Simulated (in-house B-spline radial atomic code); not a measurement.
Rh⁺: [Kr] 4d7 5s1 (with a hole in an inner shell)

Method: Dirac-Kohn-Sham PBE0, spherical fractional occupations, Fermi nucleus of rms radius 4.4945 fm. Calculated with an all-electron radial atomic-structure program (B-spline basis).

Effective charges: Z_r = [3n² - l(l+1)]/(2<r>) from the radius, Z_e = n√(-2ε) from the energy, and Slater's rules. Values are occupation-weighted means over j. An effective charge above Z reflects the relativistic contraction of the inner shells.

| shell | electrons | ε (eV) | <r> (bohr) | Z_r | Z_e | Slater |
| --- | --- | --- | --- | --- | --- | --- |
| 1s | 2 | -23121 | 0.03263 | 45.98 | 41.22 | 44.70 |
| 2s | 2 | -3382.8 | 0.1415 | 42.40 | 31.54 | 40.85 |
| 2p | 6 | -3033.8 | 0.1236 | 40.47 | 29.86 | 40.85 |
| 3s | 2 | -623.88 | 0.3898 | 34.64 | 20.31 | 33.75 |
| 3p | 6 | -507.97 | 0.3897 | 32.08 | 18.33 | 33.75 |
| 3d | 10 | -321.48 | 0.3701 | 28.37 | 14.58 | 23.85 |
| 4s | 2 | -99.625 | 0.9789 | 24.52 | 10.82 | 17.25 |
| 4p | 6 | -66.077 | 1.076 | 21.37 | 8.82 | 17.25 |
| 4d | 7 | -17.589 | 1.478 | 14.21 | 4.55 | 6.90 |
| 5s | 1 | -11.951 | 2.901 | 12.92 | 4.69 | 4.25 |

The least bound orbital is 5s1/2 at -11.95 eV, and it is also the most diffuse (<r> = 2.901 bohr).

Spin-orbit splittings of the orbital energies (j = l + 1/2 above j = l - 1/2 when positive): 2p 144.8 eV, 3p 25.14 eV, 3d 4.941 eV, 4p 3.999 eV, 4d 0.4361 eV.

For the 1s electron the small component carries 2.71 % of the norm, the zero-frequency Breit interaction raises the level by 48.29 eV, self-energy by 26.77 eV, and vacuum polarisation lowers it by 3.252 eV.

Caution: exact exchange at fractional occupations of open shells leaves self-interaction of up to several eV.
